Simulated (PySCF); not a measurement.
BrHOTe, SMILES O[Te]Br. Geometry optimised at PBE0-D3(BJ)/def2-TZVP. The def2 effective core potentials stand for the cores of Te; spin–orbit coupling is left out. Other conformers were not sampled.

Computed equilibrium geometry at PBE0-D3(BJ)/def2-TZVP (PySCF confirms it by a frequency run) as Cartesian coordinates in Å (one conformer of several):
```xyz
4

Te     0.0429    -0.6041     0.6616
Br     0.1184     1.3904    -0.8239
O     -0.6020    -1.9236    -0.6127
H     -1.5617    -1.8639    -0.6644
```
Charge 0, spin multiplicity 1.
